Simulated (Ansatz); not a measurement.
Consider the formal hydrolysis of a P–Si bond: `O[SiH2]P[SiH3]` + H₂O → `OP[SiH3]` + `O[SiH3]`.

Gas-phase electronic energies from Ansatz, PBE0-D4/def2-TZVP geometries. CCSD(T)/CBS adds triple-zeta CCSD(T) − MP2 to the extrapolated MP2 energy (def2 sets, frozen cores). This one scheme is used for every species. Each species was taken in one conformer, which may not be the lowest.

| species | MP2/CBS(def2) energy (Eh) |
| --- | --- |
| `O[SiH2]P[SiH3]` | -998.44547 |
| H₂O | -76.36589 |
| `OP[SiH3]` | -708.12965 |
| `O[SiH3]` | -366.65375 |

Q: Work out ΔE.

A: ΔE = (-708.12965) + (-366.65375) − (-998.44547) − (-76.36589) = 0.02796 Eh = +17.5 kcal/mol. CCSD(T)/CBS gives +16.1 kcal/mol.

Largest T1 diagnostic among the species: 0.013.

The D4 term adds +2.8 kcal/mol with B3LYP and +1.6 kcal/mol with PBE0; it sums over pairs of atoms, weighted by their polarisabilities, and B3LYP, whose exchange is more repulsive, gets the larger term. In def2-TZVPP, CCSD(T) changes the Hartree–Fock value by +7.3 kcal/mol (the triples alone add +1.1 kcal/mol) and MP2 by +8.7 kcal/mol.

B3LYP here is the variant with VWN-RPA as its local correlation; programs differ in this.
